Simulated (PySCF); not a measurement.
C₃H₉Ge, SMILES [CH3][Ge]([CH3])[CH3], multiplicity 2.

Geometry: B3LYP-D3(BJ)/def2-SVP.

These are PBE/def2-TZVP in PySCF values and carry that method's errors.

Gas-phase values at a fixed geometry.

Computed frontier levels, dipole moment and polarisability:
- α spin, highest occupied and lowest empty level: -4.25 and 0.29 eV
- β spin, highest occupied and lowest empty level: -6.90 and -2.89 eV
- dipole moment: 0.53 D
- quadrupole, principal values (traceless, Buckingham form, about the centre of nuclear charge): -0.76, 0.38, 0.38 D·Å
- mean static polarisability: 74.1 bohr³ (10.98 Å³)
- polarisability, principal values: 61.9, 80.2, 80.2 bohr³
- ⟨S²⟩: 0.751 (pure state 0.75)
